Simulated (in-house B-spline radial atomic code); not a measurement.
Pr⁺ is squeezed into an impenetrable sphere of radius R (the orbitals vanish at R). Method: Dirac-Hartree-Fock, average of configuration, Fermi nucleus of rms radius 4.8919 fm. Calculated with a radial B-spline atomic code at the basis-set limit.

Energies in eV above the free ion in [Xe] 4f3 6s1:

| R (bohr) | highest level (eV) | [Xe] 4f3 6s1 | [Xe] 4f3 6f1 | [Kr] 4d9 4f4 5s2 5p6 6s1 |
| --- | --- | --- | --- | --- |
| 7.83 | -9.59 | 0.3002 | 20.94 | 114.7 |
| 5.53 | -7 | 2.996 | 39.69 | 117.3 |
| 4.88 | -4.29 | 5.947 | 50.93 | 120.2 |
| 4.43 | -0.867 | 9.937 | 62.38 | 124.2 |
| 3.76 | 9.37 | 23.51 | 90.75 | 137.5 |
| 3.18 | 29.6 | 56.26 | 141.2 | 169.9 |
| 2.5 | 90.8 | 187.3 | 300.2 | 300.6 |
| 2.15 | 162 | 380.5 | 509.2 | 494.5 |
| 1.69 | 374 | 1105 | 1245 | 1224 |
| 1.34 | 781 | 2920 | 3026 | 3049 |

Q: Does [Xe] 4f3 6f1 fall below [Xe] 4f3 6s1 under compression?

A: No, it stays above over the whole range.

Q: Does [Kr] 4d9 4f4 5s2 5p6 6s1 fall below [Xe] 4f3 6s1 under compression?

A: No, it stays above over the whole range.

The highest level is first positive in the row R = 3.76 bohr, pushed up by confinement above the zero of the free ion's potential. Each configuration is held fixed and needn't be the lowest in the sphere.
